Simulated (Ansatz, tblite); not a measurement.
Cost and result up the ladder for Sn(CF3)H3 (CH₃F₃Sn) (8 atoms). Charge 0, multiplicity 1. Geometry: PBE0-D4/def2-SVP.

```xyz
8

Sn   -1.0784    0.0496   -0.1971
C     1.0856   -0.0499    0.1984
F     1.7054   -0.8857   -0.6458
F     1.3435   -0.4806    1.4408
F     1.6695    1.1490    0.0669
H    -1.7492    1.1365    0.9346
H    -1.7015   -1.5268   -0.0003
H    -1.2749    0.6079   -1.7976
```

Ansatz on 4 threads of AMD EPYC 7B13 on a shared host; xTB runs through tblite on one thread. Times are rough, summed over both states, and most runs start from the orbitals of an earlier one. PBE0-D4/def2-TZVP serves as the yardstick here, not as an exact answer. The other state is a doublet.

In the def2 sets Sn takes a core potential; there is no spin–orbit coupling. The xTB rows come from tblite. HOMO above LUMO, or a gap near zero within one spin, warns that the state may not be the lowest or that an electron is smeared out.

Raw xTB energies of ions are shifted by several eV.

```csv
level,functions,wall time
GFN2-xTB,28,0.007 s
GFN1-xTB,31,0.01 s
PBE-D4/def2-TZVP,192,3.7 s
PBE0-D4/def2-TZVP,192,5 s
r2SCAN-D4/def2-TZVP,192,6.4 s
```

**Question.** Estimate what each level gives for the vertical IE (eV).

**Answer.** 
```json
{"level": "GFN2-xTB", "vertical IE (eV)": "15.43", "difference from PBE0-D4/def2-TZVP (eV)": "4.44", "remarks": "–"}
{"level": "GFN1-xTB", "vertical IE (eV)": "15.90", "difference from PBE0-D4/def2-TZVP (eV)": "4.91", "remarks": "–"}
{"level": "PBE-D4/def2-TZVP", "vertical IE (eV)": "10.63", "difference from PBE0-D4/def2-TZVP (eV)": "-0.37", "remarks": "gap within one spin near zero (+1 doublet)"}
{"level": "PBE0-D4/def2-TZVP", "vertical IE (eV)": "10.99", "difference from PBE0-D4/def2-TZVP (eV)": "0.00", "remarks": "–"}
{"level": "r2SCAN-D4/def2-TZVP", "vertical IE (eV)": "10.78", "difference from PBE0-D4/def2-TZVP (eV)": "-0.22", "remarks": "–"}
```
